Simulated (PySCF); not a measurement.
Species: C3H8GeOSi.
Numbering: `[CH:1]#[C:2][CH2:3][GeH2:4][O:5][SiH3:6]` (hydrogens: H7 on C1; H8, H9 on C3; H10, H11 on Ge4; H12, H13, H14 on Si6)

Theory: TDDFT wB97X-D/def2-SVPD, vertical, gas phase, core orbitals frozen in the response (PySCF). Geometry: PBE0-D3(BJ)/def2-SVP, one conformer, isolated molecule. The wB97X-D/def2-SVPD calculation is non-relativistic and has no spin–orbit coupling, an omission that weighs most on germanium. Torsions of this conformer, `[CH:1]#[C:2][CH2:3][GeH2:4][O:5][SiH3:6]`: C2–C3–Ge4–O5 -179°, C3–Ge4–O5–Si6 -65°.

Computed states:

| state | E (eV) | f |
| --- | --- | --- |
| S1 | 6.41 | 0.0003 |
| S2 | 6.60 | 0.045 |
| S3 | 6.72 | 0.0002 |
| S4 | 6.98 | 0.0031 |
| S5 | 7.16 | 0.0048 |
| S6 | 7.35 | 0.0011 |

Each state is given a Gaussian of 0.5 eV full width at half maximum, with ε(max) = 2.175×10⁸ f / Δν̃ (Δν̃ the width in cm⁻¹). The width is an assumption, not a result. The curve ends short of the highest state used, and states not computed would add to its high-energy end.

Problem. Give the broadened spectrum and its maxima.

Solution. 
| λ (nm) | ε (L mol⁻¹ cm⁻¹) |
| --- | --- |
| 183.7 | 2039 |
| 184.3 | 2157 |
| 185.0 | 2278 |
| 185.6 | 2365 |
| 186.3 | 2442 |
| 186.9 | 2485 |
| 187.6 | 2507 |
| 188.2 | 2501 |
| 188.9 | 2466 |
| 189.5 | 2412 |
| 190.2 | 2325 |
| 190.8 | 2231 |
| 191.4 | 2122 |
| 192.1 | 1981 |
| 192.7 | 1850 |
| 193.4 | 1691 |
| 194.0 | 1552 |
| 194.7 | 1389 |
| 195.3 | 1253 |
| 196.0 | 1101 |
| 196.6 | 977 |
| 197.3 | 842 |
| 197.9 | 736 |
| 198.6 | 623 |
| 199.2 | 536 |
| 199.8 | 458 |
| 200.5 | 378 |
| 201.1 | 319 |
| 201.8 | 259 |
| 202.4 | 216 |
| 203.1 | 172 |
| 203.7 | 142 |
| 204.4 | 112 |
| 205.0 | 91 |
| 205.7 | 70 |
| 206.3 | 56 |
| 206.9 | 45 |
| 207.6 | 34 |
| 208.2 | 27 |
| 208.9 | 20 |
| 209.5 | 16 |
| 210.2 | 12 |
| 210.8 | 9 |
| 211.5 | 7 |
| 212.1 | 5 |
| 212.8 | 4 |
| 213.4 | 3 |
| 214.0 | 2 |
| 214.7 | 2 |
| 215.3 | 1 |
| 216.0 | 1 |
| 216.6 | 1 |
| 217.3 | 0 |
| 217.9 | 0 |
| 218.6 | 0 |
| 219.2 | 0 |

Maxima: 188 nm (6.60 eV), ε about 2500, made up of S2 (98%) (ε in L mol⁻¹ cm⁻¹; maxima over ε = 5, shares over 10%).

Problem. On this curve, what absorbance would a 10⁻³ mol/L sample give at 193 nm over a 1 cm path?

Solution. 193 nm is 6.424 eV, where ε is about 1800 L mol⁻¹ cm⁻¹, so A = ε c l ≈ 1.8 (Beer–Lambert, with the gas-phase spectrum and the assumed width).

Problem. What would ε be at 6.60 eV, the highest of these maxima, with half the width (0.25 eV)?

Solution. About 4910 L mol⁻¹ cm⁻¹ against 2510, a factor of about 1.96; a lone state at its own centre would give exactly 2.

Problem. Coming from long wavelengths, where does ε first pass 100 L mol⁻¹ cm⁻¹?

Solution. At about 205 nm (6.06 eV), 0.35 eV below S1.
